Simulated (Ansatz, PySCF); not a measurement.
Caution: the highest occupied level lies above zero, so the state may not be bound. This singlet lies 1.74 eV below the relaxed triplet at the level frozen-core CCSD(T)/aug-cc-pVDZ // PBE0-D3(BJ)/def2-TZVPD (Ansatz, a quantum-chemistry and plane-wave program).

Cartesian coordinates (Å):
SMILES: [C-]#[N+][Al-][NH2]
```xyz
6

C      2.6217    -0.4510    -0.3197
N      1.5968     0.0817    -0.4964
Al     0.0327     1.2013    -0.9092
N     -1.1602    -0.0254    -0.2501
H     -2.1590     0.1170    -0.2456
H     -0.9321    -0.9237     0.1549
```
Charge -1, spin multiplicity 1.

Question: What is the computed total energy and HOMO (PySCF with PBE-D3(BJ)/def2-TZVPD // PBE0-D3(BJ)/def2-TZVPD)?

Answer: 
```yaml
total_energy: -391.0642 Ha
HOMO: 0.30 eV
```
